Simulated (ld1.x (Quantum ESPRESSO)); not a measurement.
Results of a calculation; reference values are marked as such.
# Hardness and transferability of assorted potentials

Generated with ld1.x 7.5 (TM, RRKJ, ultrasoft, PAW), atompaw 4.2 or ONCVPSP 4.0.1. The cutoff is in Ry: for ld1.x and atompaw files where the sum of valence levels is converged to 10 mRy in a Bessel basis, for ONCV files where the hardest occupied wave has 1 mHa per electron of residual kinetic energy. The error is the largest all-electron minus pseudo excitation energy over each file’s own four to seven test configurations (ionisations up to +4, promotions, holes and added fractions of an electron), all of which were solved. The labels leave out finer settings (local radius, basis sizes, second energies), which also bear on the numbers. Spin-polarised tests are not counted. The rows are a selection from randomly drawn settings: files with unsolved tests, undetermined cutoffs or missed reference levels are left out.

A true bound ghost makes a file unfit for plane-wave use even where its test errors are small: the radial tests pick states by their node count and pass the ghost by.

```csv
element,potential,cutoff (Ry),largest error (meV),bound ghosts
Ga,"RRKJ, PBE, scalar-relativistic, rc 1.65/2.10 (sp), local s, core correction yes, reference 4s2 4p1",21,-171,none
Br,"TM, LDA (PZ), scalar-relativistic, rc 1.40/1.65 (sp), local s, core correction yes, reference 4s2 4p4",45,-67,p
Sn,"TM semilocal, PBEsol, scalar-relativistic, rc 1.95/2.00/1.00 (spd), local d, core correction yes, reference 4d10 5s2 5p2",110,-195,none
Tm,"RRKJ, LDA (PZ), scalar-relativistic, rc 1.65/1.85/1.80 (spd), local s, core correction yes, reference 5s2 5p6 5d0 6s0 6p0",55,+385,none
Pt,"PAW, LDA (PZ), scalar-relativistic, rc 2.45/3.05/1.65 (spd), local smoothed, core correction yes, reference 5d8 6s0 6p0",40,-77,"s, p"
```

**Question.** Fill in the row for Os: TM, LDA (PZ), scalar-relativistic, rc 1.60/1.10/1.62 (spd), local s, core correction no, reference 5s2 5p6 5d6 6s0 6p0.

**Answer.** cutoff 120 Ry, largest error +5282 meV, bound ghosts: none.

**Question.** Fill in the row for Ga: ultrasoft, PBE, scalar-relativistic, rc 1.95/2.10 (sp), local smoothed, core correction no, reference 4s1 4p2.

**Answer.** cutoff 6 Ry, largest error +69 meV, bound ghosts: none.
